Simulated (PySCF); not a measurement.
NMR problem set

Isolated molecule, averaged over atoms made equivalent by symmetry, fast rotation or ring inversion, no relativistic terms, one conformer. J couplings at B3LYP/pcJ-1 (spin–dipole term left out of most H,H and C,H couplings); coordinates at the GFN2-xTB level; PBE0/pcSseg-1 with gauge-including orbitals; PySCF 2.14.0 with density-fitted response routines.

Chemical shifts δ = σref − σ; TMS for ¹H (σ = 31.72 ppm) and ¹³C (σ = 186.93 ppm), all at this level. Multiplet labels drop J under 1 Hz and among equivalent protons, and merge close values. Unscaled 3J(H,H) run several per cent high. Splittings of carbon signals by F and P are missing where no couplings were computed. Where no couplings were computed, multiplicities follow the n + 1 count of equivalent neighbours, and m marks all less simple cases (inequivalent or close neighbours, rings, F or P nearby). Shifts are as computed. Against solution values, carbons near 30 ppm lie about +3 ppm off and those near 130 ppm about +5 ppm. Of 1211 compounds with measured shifts, 218 miss one by over three times the rms of a fit or turn the order of signals round; such compounds aren't used in these exercises. OH and NH positions are gas-phase values without hydrogen bonding to other molecules.

Problem. C5H9FN2Si. ¹H NMR (300 MHz, computed): δ 7.15 (m, 1H), 4.65 (s, 3H), 3.47 (q, 1H), 1.46 (d, 3H), -0.34 (br s, 1H). ¹³C{¹H} NMR (computed): δ 170.7 (CH), 118.9 (C), 109.8 (C), 55.0 (CH), 28.6 (CH3). What is it?

Solution. `C[C@H](N[SiH3])/C(C#N)=C/F`. Rings plus π bonds: 3 (no ring in the answer). 5 carbon signals for 5 carbons: no two carbons are equivalent. Carbon types of the structure: 2 × C, 2 × CH, 1 × CH3, leaving 4 H on heteroatoms. δC 170.7: alkene CH. δC 118.9: nitrile carbon; typical of a nitrile. δC 109.8: fully substituted alkene carbon; the olefinic region. δH 7.15: hydrogen on an alkene CH; attached to an sp2 carbon and in the plane of the double bond.

The data come from this structure; uniqueness wasn't tested.

Problem. C5H8. ¹H NMR (500 MHz, computed): δ 2.52 (sept of d, J = 7.3, 3.4 Hz, 1H), 1.47 (d, J = 3.4 Hz, 1H), 1.23 (d, J = 7.3 Hz, 6H). ¹³C{¹H} NMR (computed): δ 94.6 (C), 74.6 (CH), 25.4 (CH3), 23.0 (CH). What is it?

Solution. `InChI=1S/C5H8/c1-4-5(2)3/h1,5H,2-3H3`. Rings plus π bonds: 2 (no ring in the answer). 4 carbon signals for 5 carbons: some carbons are equivalent by symmetry or fast rotation. Carbon types of the structure: 1 × C, 2 × CH, 2 × CH3, which accounts for all hydrogens. δC 94.6: alkyne carbon; sp carbons lie upfield of alkene carbons because the cylindrical π system leaves one tensor component strongly shielded. δC 74.6: terminal alkyne carbon; the triple bond shields along its axis, which puts it between sp3 and sp2 carbons. δC 23.0: propargylic sp3 CH; a saturated carbon with 3 carbon neighbours and no heteroatom attached. δH 1.47: hydrogen on a terminal alkyne carbon; it lies on the axis of the triple bond, in its shielding cone. The protons at 2.52 and 1.23 share a coupling of 7.3 Hz (vicinal).

The data come from this structure; uniqueness wasn't tested.

Problem. C5H9NO2. ¹H NMR (400 MHz, computed): δ 4.68 (s, 2H), 3.98 (t, 2H), 3.65 (t, 2H), 3.54 (s, 3H). ¹³C{¹H} NMR (computed): δ 121.2 (C), 81.9 (CH2), 71.1 (CH2), 61.6 (CH3), 57.5 (CH2). What is it?

Solution. `InChI=1S/C5H9NO2/c1-7-4-5-8-3-2-6/h3-5H2,1H3`. Rings plus π bonds: 2 (no ring in the answer). 5 carbon signals for 5 carbons: no two carbons are equivalent. Carbon types of the structure: 1 × C, 3 × CH2, 1 × CH3, which accounts for all hydrogens. δC 121.2: nitrile carbon; C≡N carbons fall here, among the sp2 signals but without a proton. δC 81.9, 71.1: sp3 CH2 bonded to O; pulled downfield by the heteroatom. δC 61.6: methyl carbon bonded to O; the inductive effect lowers its shielding. δC 57.5: sp3 CH2 bonded to O, α to a nitrile; pulled downfield by the heteroatom.

This is the structure that produced the data.
